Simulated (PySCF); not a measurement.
## Electron correlation in Br (bromine, neutral)

[Ar] 3d10 4s2 4p5, 2P determinant. All numbers are calculated (PySCF 2.14, no relativity, point nucleus, in def2-TZVP (6s5p4d1f, 48 functions)). Frozen: [Ar] 3d10; 7 electrons correlated.

MP2 pair energies summed by pair of shells (mhartree):

```
 pair  energy  share (%)
4p-4p  -81.59       60.9
4s-4p  -44.45       33.2
4s-4s   -8.03        6.0
```

Total MP2 correlation energy: -134.07 mhartree.

Same-spin part -30.39 and opposite-spin part -103.69 mhartree; SCS-MP2 scales them by 1/3 and 6/5 to -134.55 mhartree.

```csv
level,correlation energy (mhartree)
CCSD,-153.69
(T),-4.57
CCSD(T),-158.26
```

Diagnostics: T1 = 0.0065, D1 = 0.0214, largest double amplitude 0.046.

Cost of the coupled-cluster step: 0.8 s of wall time on 1 thread of Neoverse-V1 (shared host), for 7 correlated electrons.
